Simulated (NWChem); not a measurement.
System: SiN$_{3}$H$_{7}$; SMILES N[SiH](N)N

The following NWChem deck was run.

```
start job
memory heap 200 mb stack 900 mb global 1100 mb
geometry units angstroms noautosym nocenter noautoz
  Si    -0.008279     0.037259     0.324979
  N     -0.129947     1.663379    -0.255949
  N      1.243783    -1.049609    -0.172835
  N     -1.455603    -0.711833    -0.237146
  H      0.245149     0.209487     1.792001
  H      0.428367     2.393702     0.169891
  H     -0.290437     1.850693    -1.239512
  H      2.150159    -1.013426     0.278414
  H      1.328313    -1.332232    -1.143024
  H     -2.335263    -0.213646    -0.174197
  H     -1.578127    -1.711374    -0.128118
end
basis spherical
  * library 6-31g*
end
dft
  xc pbe0
  iterations 150
end
cosmo
  do_cosmo_smd true
  solvent water
end
task dft energy
```

Parts of the log:

```
             Northwest Computational Chemistry Package (NWChem) 7.3.0
             --------------------------------------------------------

                             Geometry "geometry" -> ""
                             -------------------------

 Output coordinates in angstroms (scale by  1.889725989 to convert to a.u.)

  No.       Tag          Charge          X              Y              Z
 ---- ---------------- ---------- -------------- -------------- --------------
    1 Si                  14.0000    -0.00827900     0.03725900     0.32497900
    2 N                    7.0000    -0.12994700     1.66337900    -0.25594900
    3 N                    7.0000     1.24378300    -1.04960900    -0.17283500
    4 N                    7.0000    -1.45560300    -0.71183300    -0.23714600
    5 H                    1.0000     0.24514900     0.20948700     1.79200100
    6 H                    1.0000     0.42836700     2.39370200     0.16989100
    7 H                    1.0000    -0.29043700     1.85069300    -1.23951200
    8 H                    1.0000     2.15015900    -1.01342600     0.27841400
    9 H                    1.0000     1.32831300    -1.33223200    -1.14302400
   10 H                    1.0000    -2.33526300    -0.21364600    -0.17419700
   11 H                    1.0000    -1.57812700    -1.71137400    -0.12811800

 Effective nuclear repulsion energy (a.u.)     184.1407622314

                                 NWChem DFT Module
                                 -----------------

 Summary of "ao basis" -> "ao basis" (spherical)
 ------------------------------------------------------------------------------
       Tag                 Description            Shells   Functions and Types
 ---------------- ------------------------------  ------  ---------------------
 Si                          6-31g*                  8       18   4s3p1d
 N                           6-31g*                  6       14   3s2p1d
 H                           6-31g*                  2        2   2s

 in cosmo_initialize ...
 calling solv_data for solv:h2o

 solvent parameters
 solvname_short: h2o
 solvname_long:  water
 dielec:       78.4000
 dielecinf:     1.7769
 aqueous SMD model solvent descriptors
 dielec:       78.4000
 sola:          0.8200

[...]

                                COSMO-SMD solvation results
                                ---------------------------

             internal energy in gas <Psi(g)|H|Psi(g)> =      -457.696835683694
         internal energy in solvent <Psi(s)|H|Psi(s)> =      -457.695583411794
                               delta internal energy  =         0.001252271900 (    0.79 kcal/mol)
   total free energy in solvent <Psi(s)|H+V/2|Psi(s)> =      -457.711965843143
 polarization energy contribution <Psi(s)|V/2|Psi(s)> =        -0.016382431350 (  -10.28 kcal/mol)
    total free energy in solvent including G(SMD-CDS) =      -457.704638971756
                       G(SMD-CDS) energy contribution =         0.007326871387 (    4.60 kcal/mol)
     1 M fixed-concentration free energy of solvation =        -0.007803288062 (   -4.90 kcal/mol)

                       DFT Final Molecular Orbital Analysis
                       ------------------------------------

 Vector   19  Occ=2.000000D+00  E=-2.841194D-01
              MO Center=  4.1D-01,  2.4D-01, -7.6D-02, r^2= 3.3D+00
   Bfn.  Coefficient  Atom+Function         Bfn.  Coefficient  Atom+Function
  ----- ------------  ---------------      ----- ------------  ---------------
    21      0.317806   2 N  px               25      0.276049   2 N  px
    36      0.247032   3 N  py               40      0.219396   3 N  py
    35      0.194606   3 N  px               24     -0.180266   2 N  s
    38     -0.180655   3 N  s                37     -0.172788   3 N  pz
    23     -0.167611   2 N  pz               39      0.162517   3 N  px

 Vector   20  Occ=2.000000D+00  E=-2.577523D-01
              MO Center= -1.1D+00, -5.4D-01, -1.3D-01, r^2= 2.0D+00
   Bfn.  Coefficient  Atom+Function         Bfn.  Coefficient  Atom+Function
  ----- ------------  ---------------      ----- ------------  ---------------
    51      0.526103   4 N  pz               55      0.474842   4 N  pz
    62     -0.248177   5 H  s                61     -0.109070   5 H  s
    36      0.106814   3 N  py               40      0.100898   3 N  py
    25      0.096891   2 N  px               13      0.088361   1 Si pz
    21      0.087076   2 N  px               52     -0.083032   4 N  s

 Vector   21  Occ=2.000000D+00  E=-2.427868D-01
              MO Center=  4.8D-01,  2.7D-01, -1.7D-01, r^2= 3.4D+00
   Bfn.  Coefficient  Atom+Function         Bfn.  Coefficient  Atom+Function
  ----- ------------  ---------------      ----- ------------  ---------------
    36     -0.386042   3 N  py               21      0.364742   2 N  px
    40     -0.349537   3 N  py               25      0.323191   2 N  px
    22     -0.164782   2 N  py               26     -0.158293   2 N  py
    37      0.137793   3 N  pz               12     -0.128878   1 Si py
    23     -0.123135   2 N  pz               41      0.116359   3 N  pz

 Vector   22  Occ=0.000000D+00  E= 8.807583D-02
              MO Center= -4.3D-01, -1.8D-01, -4.0D-01, r^2= 6.0D+00
   Bfn.  Coefficient  Atom+Function         Bfn.  Coefficient  Atom+Function
  ----- ------------  ---------------      ----- ------------  ---------------
    52     -1.145313   4 N  s                10      1.136085   1 Si s
    24     -0.810961   2 N  s                38     -0.797039   3 N  s
    72      0.447968  10 H  s                74      0.448588  11 H  s
    64      0.401126   6 H  s                68      0.398841   8 H  s
    13     -0.350565   1 Si pz               66      0.319206   7 H  s

[...]
```

Level: PBE0/6-31G* (spherical d), SMD on the gas-phase geometry. The geometry was optimised at PBE0/def2-SVP. Solvent: water.
